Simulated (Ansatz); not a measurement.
Consider the ligand exchange at the Si–O bond: `CO[SiH](F)O[SiH2]F` + CH₃OH → `CO[SiH](F)OC` + `O[SiH2]F`.

Program: Ansatz. Geometries: PBE0-D4/def2-TZVP. ΔE: electronic, gas phase. CCSD(T)/CBS is the MP2 limit (def2-TZVPP, def2-QZVPP) plus CCSD(T) − MP2 in def2-TZVPP, frozen cores. This one scheme is used for every species. Functionals use def2-TZVPP. B3LYP here is the variant with VWN-RPA as its local correlation; programs differ in this. One conformer a species, not always the lowest.

**Question.** Is it downhill or uphill in electronic energy at CCSD(T)/CBS, and by how much? (Best estimate.)

**Answer.** Ansatz gave: Uphill: ΔE = +0.16 eV.

**Question.** What do these levels give: B3LYP-D4, ωB97X-V, B2PLYP, MP2/def2-TZVPP, MP2/def2-QZVPP, CCSD/CBS(def2)? (An estimate is asked.)

**Answer.** The calculation gave: B3LYP-D4 0.16, ωB97X-V 0.14, B2PLYP 0.13, MP2/def2-TZVPP 0.13, MP2/def2-QZVPP 0.15, CCSD/CBS(def2) 0.17 eV.

Largest T1 diagnostic among the species: 0.012.

The D4 term adds +0.04 eV with B3LYP and +0.02 eV with PBE0; it sums over pairs of atoms, weighted by their polarisabilities, and B3LYP, whose exchange is more repulsive, gets the larger term. In def2-TZVPP, CCSD(T) changes the Hartree–Fock value by −0.04 eV (the triples alone add −0.01 eV) and MP2 by −0.06 eV.
